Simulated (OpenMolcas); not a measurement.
Cr⁺: Racah parameters, worked from levels

```yaml
Program: OpenMolcas
Basis: ANO-RCC-VTZP [6s5p3d2f1g]
Scalar_Hamiltonian: DKH2, point nucleus
Active_space: 5 electrons in 5 orbitals (3d)
State_averaging: 2S+1 = 6 even, 1 root; 2S+1 = 4 even, 24 roots; 2S+1 = 2 even, 75 roots (53 in the spin-orbit step)
Spin-orbit_coupling: state interaction with AMFI integrals over the reference wave functions, term energies averaged over their components
```

Methods: CASSCF; MS-CASPT2, IPEA 0.25 Eh, imaginary shift 0.1 Eh (closed shells correlated: 3s 3p).

**Racah parameters.** Above 6S, d5 has 4D at 17B + 5C, 4G at 10B + 5C and 4P at 7B + 7C. The first two fix B and C, and the third tests them; where it misses by thousands of cm-1, two parameters do not describe the configuration (Trees and configuration-interaction terms are left out) and B and C hang on the terms chosen. Term energies are centres of gravity, weighted by 2J + 1.

```
   Source     4D     4G    B     C   C/B  4P from B, C  4P found
   CASSCF  32524  26131  913  3400  3.72         30191     30006
MS-CASPT2  25497  21205  613  3015  4.92         25396     22850
```

Energies in cm-1. From CASSCF to MS-CASPT2, B changes by -32.9 % and C by -11.3 %.

CASPT2 does not keep the components of a term degenerate, so their means are used; among the terms shown or strongly mixed into the levels shown the widest spread is 460 cm-1 (3d5 4G, MS-CASPT2). Some high roots are left out of the spin-orbit mixing, which shifts the levels that they would mix with. Without dynamic correlation excited terms often stand tens of per cent too high (terms of higher spin than the ground term too low), and those without a measured partner can miss by more than the paired ones (holds for CASSCF). Only configurations of the active space appear.
